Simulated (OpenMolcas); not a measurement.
InCl3: a line through the functionals

The species is InCl3 (4 atoms), meant as a singlet with charge 0. SMILES: `[Cl][In]([Cl])[Cl]`. The shape is that of a PBE0-D4/def2-TZVP optimisation.

The vertical energy of the triplet above the singlet y, in eV, basis def2-SVP with a core potential; a is the functional's share of exact exchange. Programs: OpenMolcas 26.06.

```
functional     program     a  y (eV)
      BLYP  OpenMolcas     0    4.15
    r2SCAN  OpenMolcas     0    4.64
     B3LYP  OpenMolcas   0.2    4.68
      PBE0  OpenMolcas  0.25       ?
     BHLYP  OpenMolcas   0.5    5.47
```

Task: Fit y = c + s·a to the known rows and predict PBE0.

Result: 
1. Means of the 4 rows: a = 0.1750, y = 4.735.
2. Σ(Δa)² = 0.1675, Σ(Δa·Δy) = 0.3565, so the slope is 0.3565/0.1675 = 2.1284.
3. Intercept: 4.735 − (2.1284) × 0.1750 = 4.363. The largest residual of the fit is 0.28.
4. PBE0: 4.363 + (2.1284) × 0.25 = 4.90 eV.

The run gave 4.91 eV, so the prediction is off by -0.01 eV, within the scatter of the fit. The rows mix families of semi-local functionals, which the line can't see. Spin-orbit coupling is left out.
